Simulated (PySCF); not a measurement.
Compound: SiEt2Ph2, C₁₆H₂₀Si.
Cartesian coordinates in Å at the PBE0-D3(BJ)/def2-SVP level; atoms count from 1:
```xyz
37
C16H20Si angstrom
Si     0.476    0.007    0.332
C      0.486   -0.019    2.222
C      1.201   -1.233    2.807
H     -0.564    0.011    2.560
H      0.948    0.913    2.591
H      1.170   -1.241    3.907
H      0.746   -2.173    2.457
H      2.263   -1.259    2.512
C      2.244    0.041   -0.332
C      3.036    1.268    0.111
H      2.187   -0.005   -1.433
H      2.761   -0.883   -0.017
H      4.052    1.280   -0.315
H      2.538    2.201   -0.199
H      3.144    1.307    1.207
C     -0.452    1.529   -0.284
C     -0.589    2.687    0.497
C     -1.236    3.819    0.004
C     -1.761    3.815   -1.287
C     -1.636    2.674   -2.080
C     -0.990    1.546   -1.581
H     -0.187    2.710    1.514
H     -1.333    4.709    0.631
H     -2.270    4.701   -1.675
H     -2.049    2.664   -3.093
H     -0.910    0.654   -2.210
C     -0.416   -1.529   -0.302
C      0.277   -2.629   -0.831
C     -0.401   -3.772   -1.255
C     -1.789   -3.837   -1.156
C     -2.497   -2.754   -0.633
C     -1.816   -1.614   -0.213
H      1.366   -2.596   -0.919
H      0.159   -4.616   -1.666
H     -2.322   -4.732   -1.488
H     -3.586   -2.799   -0.557
H     -2.385   -0.768    0.184
```

Computed with PBE0-D3(BJ)/def2-SVP geometry optimisation, gas phase (PySCF).

Take the most abundant isotopes and a rigid rotor. The values belong to one conformer.

Give the principal moments of inertia and the rotational constants in cm⁻¹.

Ia = 917.99, Ib = 1569.69, Ic = 2017.15 u·Å²; 505379 MHz·u·Å²/I gives 550.5, 322.0 and 250.5 MHz, that is A = 0.01836, B = 0.01074, C = 0.00836 cm⁻¹.

What kind of rotor is it?

An asymmetric top; Ray's κ = -0.524.

What does the inertial defect say?

Not planar: Δ = Ic − Ia − Ib = -470.53 u·Å². For a rigid frame Δ = −2 Σ m c², so Σ m c² = 235.27 u·Å² lies off the ab plane: 52.89 from hydrogen and 182.38 from heavier atoms. The atom farthest from that plane is 2.53 Å away.

Give the other two planar moments, Paa and Pbb, and the rms extents of the mass along the axes.

Paa = Σ m a² = (Ib + Ic − Ia)/2 = 1334.43 and Pbb = Σ m b² = (Ia + Ic − Ib)/2 = 682.72 u·Å². With the mass M = 240.13 u, the rms extents √(P/M) along a, b and c are 2.36, 1.69, 0.99 Å.

List the rotational levels J(Ka,Kc) to J = 4 (cm⁻¹).

Above 0(0,0):
J = 1: 1(0,1) 0.0191, 1(1,1) 0.0267, 1(1,0) 0.0291
J = 2: 2(0,2) 0.0568, 2(1,2) 0.0625, 2(1,1) 0.0697, 2(2,1) 0.0926, 2(2,0) 0.0930
J = 3: 3(0,3) 0.1123, 3(1,3) 0.1160, 3(1,2) 0.1302, 3(2,2) 0.1498, 3(2,1) 0.1521, 3(3,1) 0.1942, 3(3,0) 0.1943
J = 4: 4(0,4) 0.1848, 4(1,4) 0.1868, 4(1,3) 0.2102, 4(2,3) 0.2259, 4(2,2) 0.2320, 4(3,2) 0.2714, 4(3,1) 0.2718, 4(4,1) 0.3324, 4(4,0) 0.3324
The levels of one J sum to (2J + 1)J(J + 1)(A + B + C)/3.

The dipole components are |μa| = 0.02 D, |μb| = 0.02 D, |μc| = 0.00 D.

No frequency check. These are rigid-rotor constants of the computed structure; measured ground-state constants (B0) also hold zero-point vibration. A rigid rotor knows nothing of internal rotation, which can split or shift real lines.
